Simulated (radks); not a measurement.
Question: All-electron atom: the rhodium ion Rh11+ in [Ar] 3d10 4s2 4p4. Method: non-relativistic Kohn-Sham, TPSS, spin-polarised, spherical densities, point nucleus; open shells are filled with parallel spins first (spin-orbit coupling, left out, can overturn this in heavy ions); meta-GGA in the generalised Kohn-Sham scheme; relativity is left out, which matters for an element this heavy; computed with a radial shooting solver on a logarithmic mesh with Libxc functionals. Some entries of the table are withheld. Estimate them.

orbital  occ.  eigenvalue (eV)  <1/r> (bohr^-1)
1s up       1        -22626.23            44.49
1s down     1        -22625.68            44.49
2s up       1        -3413.349            10.09
2s down     1        -3413.135            10.09
2p up       3        -3179.382            10.09
2p down     3        -3178.917            10.08
3s up       1        -788.8836            3.574
3s down     1        -788.3803            3.573
3p up       3        -696.0346            3.486
3p down     3        -695.4044            3.486
3d up       5        -526.2633            3.328
3d down     5        -525.5674            3.329
4s up       1        -275.7450            1.491
4s down     1        -271.4568            1.492
4p up       3        -244.1919              (1)
4p down     1        -240.0426              (2)
4d up       0        -190.6571            1.267
4d down     0        -186.9501            1.261
5s up       0        -135.0731              (3)
5s down     0        -133.8190              (4)

Answer: 
(1) 4p up <1/r> (bohr^-1): 1.417
(2) 4p down <1/r> (bohr^-1): 1.415
(3) 5s up <1/r> (bohr^-1): 0.7850
(4) 5s down <1/r> (bohr^-1): 0.7825
